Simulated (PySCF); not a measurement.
Cl2O2W, triplet, at a GFN2-xTB geometry (such geometries of metal compounds can be far from the true shape) (the multiplicity is a formal guess) (core potentials on W), with bond 3-1 at 1.6 times its length; DF-B3LYP/def2-SVP (PySCF).

PySCF was given this input:
```python
from pyscf import gto, scf, dft

mol = gto.Mole()
mol.atom = '''
    W     0.37433821   -0.07415431    0.12270466
    O     1.49271735   -0.62827810   -1.01392940
    O     0.97252291    0.33947529    2.72394984
    Cl   -0.97950147    1.60541944   -0.73627097
    Cl   -1.70452181   -1.07372945   -0.14352742
'''
mol.basis = 'def2-svp'
mol.ecp = {'W': 'def2-svp'}
mol.spin = 2
mol.verbose = 4
mol.build()

mf = dft.UKS(mol)
mf.xc = 'b3lyp'
mf.diis_space = 20
mf = mf.density_fit(auxbasis='def2-universal-jkfit')
mf.kernel()
```

It wrote (shortened):

```
PySCF version 2.14.0

[INPUT] verbose = 4
[INPUT] num. atoms = 5
[INPUT] num. electrons = 64
[INPUT] charge = 0
[INPUT] spin (= nelec alpha-beta = 2S) = 2
[INPUT] symmetry False subgroup None
[INPUT] Mole.unit = angstrom
[INPUT] Symbol           X                Y                Z      unit          X                Y                Z       unit  Magmom
[INPUT]  1 W      0.374338210000  -0.074154310000   0.122704660000 AA    0.707396694860  -0.140131336856   0.231878201608 Bohr   0.0
[INPUT]  2 O      1.492717350000  -0.628278100000  -1.013929400000 AA    2.820826972887  -1.187273539062  -1.916048875645 Bohr   0.0
[INPUT]  3 O      0.972522910000   0.339475290000   2.723949840000 AA    1.837801949765   0.641515324157   5.147519174653 Bohr   0.0
[INPUT]  4 Cl    -0.979501470000   1.605419440000  -0.736270970000 AA   -1.850989516909   3.033803056653  -1.391350486768 Bohr   0.0
[INPUT]  5 Cl    -1.704521810000  -1.073729450000  -0.143527420000 AA   -3.221079394248  -2.029054592380  -0.271227515165 Bohr   0.0

nuclear repulsion = 305.679391211003
number of shells = 40
number of NR pGTOs = 177
number of NR cGTOs = 96
basis = def2-svp
ecp = {'W': 'def2-svp'}

******** <class 'pyscf.df.df_jk.DFUKS'> ********
method = DFUKS
initial guess = minao
damping factor = 0
level_shift factor = 0
DIIS = <class 'pyscf.scf.diis.CDIIS'>
diis_start_cycle = 1
diis_space = 20
diis_damp = 0
SCF conv_tol = 1e-09
SCF conv_tol_grad = None
SCF max_cycles = 50
direct_scf = False
number electrons alpha = 33  beta = 31
XC library pyscf.dft.libxc version 7.1.2
    S. Lehtola, C. Steigemann, M. J. T. Oliveira, and M. A. L. Marques,  SoftwareX 7, 1–5 (2018)
XC functionals = b3lyp
    P. J. Stephens, F. J. Devlin, C. F. Chabalowski, and M. J. Frisch,  J. Phys. Chem. 98, 11623 (1994)
radial grids:
    Treutler-Ahlrichs [JCP 102, 346 (1995); DOI:10.1063/1.469408] (M4) radial grids

becke partition: Becke, JCP 88, 2547 (1988); DOI:10.1063/1.454033
pruning grids: <function nwchem_prune>
grids dens level: 3
symmetrized grids: False
atomic radii adjust function: <function treutler_atomic_radii_adjust>
small_rho_cutoff = 0
Set gradient conv threshold to 3.16228e-05
tot grids = 90232
******** <class 'pyscf.df.df.DF'> ********
auxbasis = def2-universal-jkfit
init E= -1125.0930885028

cycle= 1 E= -1136.50846264931  delta_E= -11.4  |g|= 1.27  |ddm|= 5.18

cycle= 2 E= -1120.03442114127  delta_E= 16.5  |g|= 4.17  |ddm|= 5.33
cycle= 3 E= -1136.49591378607  delta_E= -16.5  |g|= 1.42  |ddm|= 4.46
cycle= 4 E= -1136.82165222237  delta_E= -0.326  |g|=    1  |ddm|= 1.84
cycle= 5 E= -1136.51164182141  delta_E= 0.31  |g|=  1.4  |ddm|= 1.82
cycle= 6 E= -1136.67156501551  delta_E= -0.16  |g|= 1.29  |ddm|= 0.109
cycle= 7 E= -1136.96432514353  delta_E= -0.293  |g|= 1.06  |ddm|= 0.316
cycle= 8 E= -1137.30520380488  delta_E= -0.341  |g|= 0.666  |ddm|= 0.341
cycle= 9 E= -1137.50625540449  delta_E= -0.201  |g|= 0.27  |ddm|= 0.411
cycle= 10 E= -1137.54427718628  delta_E= -0.038  |g|= 0.0959  |ddm|= 0.21
cycle= 11 E= -1137.55011371931  delta_E= -0.00584  |g|= 0.0136  |ddm|= 0.118
cycle= 12 E= -1137.55024676619  delta_E= -0.000133  |g|= 0.00758  |ddm|= 0.0315
cycle= 13 E= -1137.5502990506  delta_E= -5.23e-05  |g|= 0.00141  |ddm|= 0.0141
cycle= 14 E= -1137.55030540787  delta_E= -6.36e-06  |g|= 0.00071  |ddm|= 0.00684
cycle= 15 E= -1137.55030720277  delta_E= -1.79e-06  |g|= 0.000373  |ddm|= 0.00393
cycle= 16 E= -1137.55030772692  delta_E= -5.24e-07  |g|= 0.000188  |ddm|= 0.00255
cycle= 17 E= -1137.55030782966  delta_E= -1.03e-07  |g|= 5.83e-05  |ddm|= 0.00111
cycle= 18 E= -1137.55030784891  delta_E= -1.92e-08  |g|= 3.59e-05  |ddm|= 0.000487
cycle= 19 E= -1137.55030785445  delta_E= -5.54e-09  |g|= 1.93e-05  |ddm|= 0.00026
cycle= 20 E= -1137.55030785587  delta_E= -1.42e-09  |g|= 9.18e-06  |ddm|= 0.00013
cycle= 21 E= -1137.55030785607  delta_E= -1.95e-10  |g|= 4.94e-06  |ddm|= 3.77e-05
Extra cycle  E= -1137.55030785607  delta_E= -3.18e-12  |g|= 1.11e-05  |ddm|= 2.37e-05
converged SCF energy = -1137.55030785607  <S^2> = 2.0432528  2S+1 = 3.0286979
```
